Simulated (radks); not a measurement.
Question: Spherical quantum dot in the effective-mass picture: electrons in a well V = -V0 / (1 + exp((r - R)/a)) with V0 = 5.28, R = 4.92, a = 0.3, with a point charge +1 (a donor) at the centre, all in effective atomic units (hartree* = m*/eps^2 hartree, bohr* = eps/m* bohr), one dielectric constant everywhere. Method: non-relativistic Kohn-Sham, PBEsol, spin-polarised, spherical densities; computed with a radial shooting solver with Libxc functionals. Levels are named by radial order and angular momentum (1s, 1p, 1d, 2s, ...), and open shells are averaged over m. At N = 10 the configuration is 1s2 1p6 1d(up 2, down 0). Does electron 11 go into 1d up or 2s down or 2s up?

Answer: Into 1d up. The total energies of the other choices lie higher by 0.0215 hartree* (2s up), 0.0305 hartree* (2s down).
